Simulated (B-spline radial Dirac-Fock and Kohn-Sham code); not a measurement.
# Conversion-electron coefficients: Pt, 42.7 keV

Z = 78 (platinum), transition energy 42.7 keV. Model: a Dirac-Hartree-Slater potential of the neutral atom with a Latter tail (no hole, which puts coefficients of high multipoles low close above an edge), finite nucleus with surface currents. Program: a radial atomic solver. The K shell is not open to conversion at this energy. Subshells that would emit electrons below 1 keV are left out.

```csv
subshell,electron energy (keV),E2,E3,E5,M1,M3
L1,28.82,1.53,126,63900,10.0,7370
L2,29.43,92.8,5880,3.56e+06,1.03,660
L3,31.14,98.6,5890,3.56e+06,0.109,28100
M1,39.40,0.436,37.5,28100,2.30,2460
M2,39.67,23.1,1710,1.65e+06,0.257,238
M3,40.05,25.5,1680,1.40e+06,0.0271,8420
M4,40.50,0.351,111,2.29e+06,0.00239,115
M5,40.58,0.303,166,2.35e+06,0.00141,152
total,,257,16700,1.73e+07,14.5,51000
```

Q: For a pure E3 transition, what fraction of decays emits a photon?

A: 1/(1 + α) = 5.99e-05 with the total α = 16700; the total includes the outer subshells that are not listed.

Values without a named source are computed, but for edge energies of neutral atoms, which are taken from tables.
